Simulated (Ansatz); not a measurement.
Mulliken charges of BClH₄OSi (`OB([SiH3])Cl`) from ωB97M-V/def2-TZVPP in Ansatz (PBE0-D4/def2-TZVP geometry).

```csv
atom,x (Å),y (Å),z (Å),charge (e)
O1,-0.463,1.551,-0.888,-0.224
B2,-0.138,0.255,-0.750,0.227
Si3,0.266,-0.556,1.058,0.014
Cl4,-0.059,-0.777,-2.196,-0.144
H5,-0.632,1.817,-1.800,0.194
H6,0.149,0.439,2.156,-0.027
H7,1.648,-1.109,1.049,-0.020
H8,-0.678,-1.677,1.315,-0.020
```

Task: By hand: the dipole of these point charges (1 e Å = 4.8032 D).

Result: Σ q r = (-0.061, 0.211, -0.095) e Å, of length 0.239 e Å = 1.15 D.

Task: How does the dipole of the full density compare? (Estimate.)

Result: Computed: (-0.070, 0.203, -0.180) e Å, 1.35 D; the point charges give 0.85 times that, at 17° from its direction.

Point charges leave out the atoms' own dipoles, such as those of lone pairs, and Mulliken's split depends on the basis, so the close match here is no proof of good charges.
